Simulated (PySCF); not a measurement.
Vertical excitations of a molecule C2H4NO, multiplicity 2 from TDA-PBE/def2-SVPD in PySCF, as energy in eV (oscillator strength): 0.81 (0.001), 2.55 (0.021), 3.86 (0.007), 4.36 (0.003), 4.95 (0.001), 5.57 (0.004), 5.60 (0.006), 5.73 (0.003), 6.30 (0.008), 6.47 (0.005). Coordinates come from a ωB97X-D3(BJ)/def2-SVP optimisation. One conformer was computed; it need not be the lowest.

### Question
Which structure fits?
A. CC([NH])=O
B. [CH2]C(N)=O
C. C[N]C=O

### Answer
A, CC([NH])=O
